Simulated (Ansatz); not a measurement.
## Ligand exchange: C4H9Br + BBrCl2 → C4H9Cl + BBr2Cl

Species: C4H9Br (1-bromobutane) `CCCCBr`, singlet; BBrCl2 (bromodichloroborane) `ClB(Cl)Br`, singlet; C4H9Cl (1-chlorobutane) `CCCCCl`, singlet; BBr2Cl (dibromo(chloro)borane) `ClB(Br)Br`, singlet. The partners trade Br for Cl: C–Br and B–Cl bonds give way to C–Cl and B–Br.

Shapes, held fixed at every level: PBE0-D4/def2-TZVP. Flexible molecules stand in one conformer, not always the lowest. Programs: Ansatz 0.2.0. The zero-point and thermal change to 298 K, harmonic and unscaled (PBE0-D4/def2-TZVP), is +0.3 kJ/mol.

Q: Estimate the reaction enthalpy at 298 K.

A: From tabulated heats of formation (CRC Handbook of Chemistry and Physics, NIST-JANAF tables), ΔH(298 K) = +17.6 kJ/mol. Nearest: SPW92/def2-TZVPP (+0.3); farthest: CCSD(T)/def2-SVP (+4.7). 8 of 8 levels lie within 10 kJ/mol. The heats of C4H9Br, C4H9Cl come from older tables and can be uncertain by 10 kJ/mol or more. The tabulated values of BBrCl2, BBr2Cl are in doubt (older tables, estimates, or at odds with other calculations) and kept here. Relativity is left out for Br. Outer-core shells of Br are correlated, in sets that cover them unevenly.

```json
{"level": "HF/def2-TZVPP", "kind": "Hartree–Fock", "ΔH (kJ/mol)": "+19.9", "computed − measured": "+2.4"}
{"level": "SPW92/def2-TZVPP", "kind": "LDA", "ΔH (kJ/mol)": "+17.8", "computed − measured": "+0.3"}
{"level": "B3LYP-D4/def2-TZVPP", "kind": "global hybrid", "ΔH (kJ/mol)": "+19.6", "computed − measured": "+2.0"}
{"level": "PBE0-D4/def2-TZVPP", "kind": "global hybrid", "ΔH (kJ/mol)": "+18.0", "computed − measured": "+0.5"}
{"level": "r2SCAN0-D4/def2-TZVPP", "kind": "global hybrid", "ΔH (kJ/mol)": "+18.9", "computed − measured": "+1.3"}
{"level": "CCSD(T)/def2-SVP", "kind": "coupled cluster or CI", "ΔH (kJ/mol)": "+22.3", "computed − measured": "+4.7"}
{"level": "CCSD/def2-TZVPP", "kind": "coupled cluster or CI", "ΔH (kJ/mol)": "+20.4", "computed − measured": "+2.8"}
{"level": "CCSD(T)/def2-TZVPP", "kind": "coupled cluster or CI", "ΔH (kJ/mol)": "+20.3", "computed − measured": "+2.8"}
```
